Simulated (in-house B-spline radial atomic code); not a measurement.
**Ionising the chlorine ion Cl²⁺ with different functionals**

Computed with an all-electron radial atomic-structure program (B-spline basis): scalar-relativistic (spin-free X2C) Hamiltonian, Fermi nucleus of rms radius 3.3654 fm, spin-polarised at highest spin, spherical fractional occupations for the functionals, the average over the highest-spin determinants for Hartree-Fock. The ionisation energy is the difference of two self-consistent energies, [Ne] 3s2 3p3 → [Ne] 3s2 3p2, without Breit or QED terms; ε is the level of the shell that loses the electron (its least bound occupied spin orbital).

Hybrids are left out here: with spherical fractional occupations of an open shell their exact exchange keeps a self-interaction that integer-occupation calculations don't have.

```json
{"method": "Hartree-Fock", "rung": "Hartree-Fock", "ΔSCF (eV)": "39.12", "-ε(3p) (eV)": "39.69"}
{"method": "LDA VWN5", "rung": "LDA", "ΔSCF (eV)": "39.59", "-ε(3p) (eV)": "33.03"}
{"method": "LDA PW92", "rung": "LDA", "ΔSCF (eV)": "39.58", "-ε(3p) (eV)": "33.02"}
{"method": "LDA exchange-only", "rung": "LDA", "ΔSCF (eV)": "38.47", "-ε(3p) (eV)": "31.96"}
{"method": "PBE", "rung": "GGA", "ΔSCF (eV)": "39.64", "-ε(3p) (eV)": "33.09"}
{"method": "PBEsol", "rung": "GGA", "ΔSCF (eV)": "39.56", "-ε(3p) (eV)": "33.01"}
{"method": "BLYP", "rung": "GGA", "ΔSCF (eV)": "39.35", "-ε(3p) (eV)": "32.76"}
{"method": "RPBE", "rung": "GGA", "ΔSCF (eV)": "39.65", "-ε(3p) (eV)": "33.09"}
{"method": "PW91", "rung": "GGA", "ΔSCF (eV)": "39.71", "-ε(3p) (eV)": "33.14"}
{"method": "BP86", "rung": "GGA", "ΔSCF (eV)": "39.65", "-ε(3p) (eV)": "33.09"}
{"method": "AM05", "rung": "GGA", "ΔSCF (eV)": "39.52", "-ε(3p) (eV)": "32.96"}
{"method": "OLYP", "rung": "GGA", "ΔSCF (eV)": "39.68", "-ε(3p) (eV)": "33.09"}
{"method": "TPSS", "rung": "meta-GGA", "ΔSCF (eV)": "39.85", "-ε(3p) (eV)": "33.32"}
{"method": "SCAN", "rung": "meta-GGA", "ΔSCF (eV)": "40.22", "-ε(3p) (eV)": "33.77"}
{"method": "r2SCAN", "rung": "meta-GGA", "ΔSCF (eV)": "40.20", "-ε(3p) (eV)": "33.76"}
{"method": "revTPSS", "rung": "meta-GGA", "ΔSCF (eV)": "39.80", "-ε(3p) (eV)": "33.29"}
```

Problem. How do they compare with the NIST value?

Solution. NIST lists 39.8 eV ± 0.11 (semi-empirical, ground level to ground level). Errors run from -1.33 to +0.42 eV; revTPSS is closest (+0.00 eV), though others lie within the uncertainty of it, and part of that can be cancellation, since the calculations leave out spin-orbit coupling, Breit-QED terms, multiplet and fine-structure energies. Hartree-Fock also lacks correlation.
